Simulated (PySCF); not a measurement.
PySCF input file for C₃H₈O₂Si, SMILES [Si@@H]1(O)[C@@H](C)OC1, SMD-ωB97X/def2-SVP. Coordinates come from a B3LYP-D3(BJ)/def2-SVP optimisation. The structure was generated by enumeration; whether it is a known compound was not checked. The values are those of a single conformer.

```python
import numpy as np
from pyscf import gto, scf, dft
from pyscf.solvent import smd

mol = gto.M(
    atom='''
    C     2.16087796    0.61737906    0.62605816
    C     0.98454151    0.29028990   -0.27084766
    O     0.93329140   -1.13347312   -0.56919574
    C    -0.47774410   -1.44157741   -0.61882415
    Si   -0.80139189    0.14054502    0.38773757
    O    -2.01824662    1.22194472    0.02924860
    H     2.20421997    1.70100244    0.82191795
    H     2.08626089    0.09149817    1.59091459
    H     3.10945055    0.31778545    0.15055987
    H     1.05942697    0.86870992   -1.21609346
    H    -0.86295113   -1.44349777   -1.65883839
    H    -0.67354982   -2.43380765   -0.18064650
    H    -0.89478065   -0.05171117    1.85832982
    H    -2.13500068    1.47806833   -0.89321066
    ''',
    basis='def2-SVP',
    charge=0,
    spin=0,
    max_memory=1600,
    verbose=3,
)
mf = dft.RKS(mol, xc='wb97x').density_fit(auxbasis='def2-universal-jkfit')
mf.grids.level = 3
mf.conv_tol = 1e-9
mf.max_cycle = 100
mf.kernel()
res = {}
for name in ['water', 'dimethylsulfoxide', 'chloroform']:
    s = mf.SMD()
    s.with_solvent.solvent, s.with_solvent.sasa_ng = name, 194
    s.kernel(mf.make_rdm1())
    res[name] = (s.e_tot, s.with_solvent.get_cds(), s.dip_moment(), s.mo_energy, s.converged)
    print(f'SMD {name}: dG(solv) = {(s.e_tot - mf.e_tot) * 627.509474:.3f} kcal/mol, of which CDS {res[name][1] * 627.509474:.3f}')
```

It prints:

```
converged SCF energy = -558.708335005109
converged SCF energy = -558.718310318081
Dipole moment(X, Y, Z, Debye): -1.20633,  1.52877, -1.43097
SMD water: dG(solv) = -6.260 kcal/mol, of which CDS 3.504
converged SCF energy = -558.716544239886
Dipole moment(X, Y, Z, Debye): -1.07865,  1.36432, -1.34741
SMD dimethylsulfoxide: dG(solv) = -5.151 kcal/mol, of which CDS -0.543
converged SCF energy = -558.716830080096
Dipole moment(X, Y, Z, Debye): -1.04506,  1.31506, -1.26544
SMD chloroform: dG(solv) = -5.331 kcal/mol, of which CDS -0.845
```

The run converged.
